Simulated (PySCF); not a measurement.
Compound: C6H6O4.
Numbering: `[CH3:1][C:2](=[O:3])[O:4][C:5]1=[C:6]([O:7][CH:8]=[O:9])[CH2:10]1` (hydrogens: H11, H12, H13 on C1; H14 on C8; H15, H16 on C10)

Geometry (GFN2-xTB, Å), atoms numbered from 1 in this order:
```xyz
16
C6H6O4 angstrom
C     -2.8183    0.6938   -0.0307
C     -1.4168    0.3551   -0.4345
O     -0.7523    0.9089   -1.2598
O     -0.9685   -0.7279    0.2755
C      0.3308   -1.0346    0.1686
C      1.5622   -0.6933   -0.0689
O      2.4965    0.2455   -0.3255
C      2.2534    1.4907    0.1089
O      1.3450    1.8349    0.7985
C      1.3381   -2.1548    0.2201
H     -3.4157    0.8950   -0.9160
H     -2.7871    1.6026    0.5683
H     -3.2527   -0.1106    0.5543
H      3.0594    2.1421   -0.2617
H      1.6174   -2.5677    1.1838
H      1.4011   -2.8708   -0.5923
```

Vertical excitations from PySCF (density fitting, frozen core in the response, grid level 2 and gas phase unless stated; continuum runs use non-equilibrium linear response for the excitations) on a GFN2-xTB geometry. Reference run:

```
                                                                                    settings    S1, eV (f)    S2, eV (f)    S3, eV (f)    S4, eV (f)    S5, eV (f)    S6, eV (f)  T1, eV (Tamm–Dancoff)  mean α (au)
KT3/pcSseg-1, damping 0.2 at the start, DIIS from the seventh cycle, full TDDFT, 12 singlets  4.40 (0.077)  4.79 (0.054)  5.18 (0.003)  5.51 (0.001)  5.71 (0.000)  6.03 (0.002)                      –         77.0
```

**Question.** What do these settings give: (1) PBE0/def2-SVPD, IEF-PCM methanol, full TDDFT, 3 singlets; (2) mPW1PW91/6-31++G**, grid level 4, energy threshold 1e-07 Eh, full TDDFT, 1 singlet?

**Answer.** 
```json
{"settings": "PBE0/def2-SVPD, IEF-PCM methanol, full TDDFT, 3 singlets", "S1, eV (f)": "4.94 (0.104)", "S2, eV (f)": "5.52 (0.079)", "S3, eV (f)": "5.77 (0.002)", "S4, eV (f)": "–", "S5, eV (f)": "–", "S6, eV (f)": "–", "T1, eV (Tamm–Dancoff)": "–", "mean α (au)": "107.8"}
{"settings": "mPW1PW91/6-31++G**, grid level 4, energy threshold 1e-07 Eh, full TDDFT, 1 singlet", "S1, eV (f)": "5.01 (0.089)", "S2, eV (f)": "–", "S3, eV (f)": "–", "S4, eV (f)": "–", "S5, eV (f)": "–", "S6, eV (f)": "–", "T1, eV (Tamm–Dancoff)": "–", "mean α (au)": "80.7"}
```

(1) S1 moves by +0.54 eV; functional, basis and environment change together, so the shift can't be laid on one. (2) S1 moves by +0.61 eV; functional and basis change together, so the shift can't be laid on one. States are counted by energy in each run and needn't keep their character from row to row.

All basis functions are spherical, in the Pople sets too. KT3 was designed for NMR shieldings or shifts; total energies of different functionals aren't comparable.

**Question.** Give the leading configurations of S1 (H = HOMO, L = LUMO) and the HOMO–LUMO gap of each run.

**Answer.** 
```
                                                                                    settings  S1 configurations (weight)  S1 (eV)  orbital gap (eV)  S1 − gap (eV)
KT3/pcSseg-1, damping 0.2 at the start, DIIS from the seventh cycle, full TDDFT, 12 singlets                    H→L 0.96     4.40              4.01          +0.39
                                    PBE0/def2-SVPD, IEF-PCM methanol, full TDDFT, 3 singlets                    H→L 0.98     4.94              5.98          -1.04
          mPW1PW91/6-31++G**, grid level 4, energy threshold 1e-07 Eh, full TDDFT, 1 singlet                    H→L 0.98     5.01              6.02          -1.01
```

The structure is a single GFN2-xTB conformer; no vibrational corrections.
